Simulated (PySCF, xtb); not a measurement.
C2H4AlClO, SMILES C=[CH][Al]([OH])[Cl]. The values are those of a single conformer.

Harmonic wavenumbers (cm⁻¹) from GFN2-xTB in xtb at its own minimum, in rising order: 88, 93, 155, 209, 263, 353, 431, 464, 483, 636, 895, 921, 971, 1036, 1229, 1399, 1629, 2966, 3036, 3076, 3778.

What does r2SCAN-D4/def2-SVP (PySCF) give at its own minimum? (An estimate is asked for; the answer gives what the named calculation found.)

67, 101, 185, 227, 288, 358, 462, 486, 555, 682, 897, 996, 996, 1061, 1267, 1415, 1636, 3097, 3127, 3195, 3947. Paired by order, the mean absolute difference is 47 cm⁻¹ and the zero-point energies are 34.5 and 35.8 kcal/mol.
